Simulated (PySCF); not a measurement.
H3O4Si, SMILES [O][Si](O)(O)O, multiplicity 2.

Coordinates come from a B3LYP-D3(BJ)/def2-SVP optimisation. The isomer is the one that the SMILES or the coordinates give; other isomers of the formula were not compared. Other conformers were not sampled.

Two levels are set side by side: PBE/def2-TZVP (PySCF) and PBE0/def2-TZVP (PySCF). Same geometry, gas phase. Differences are taken from unrounded values.

```json
[
 {"quantity": "α-spin orbital gap (eV)", "PBE0": "9.74"},
 {"quantity": "β-spin orbital gap (eV)", "PBE0": "4.50"},
 {"quantity": "dipole moment (D)", "PBE0": "1.49"},
 {"quantity": "mean polarisability (bohr³)", "PBE0": "35.9"}
]
```

Problem. What does PBE give, and how far is it from PBE0? (The exact figures need the calculation; the answer reports its results.)

Solution. 
```tsv
quantity	PBE	PBE minus PBE0
α-spin orbital gap (eV)	6.80	-2.94
β-spin orbital gap (eV)	0.87	-3.63
dipole moment (D)	1.94	0.45
mean polarisability (bohr³)	41.9	5.9
```

PBE's more diffuse valence density responds more strongly to a field. Differences between two approximate levels are no errors against the true value.

Rough cost on one machine, each run with all the roots and properties that it gave: PBE0 against PBE within a factor of 2.
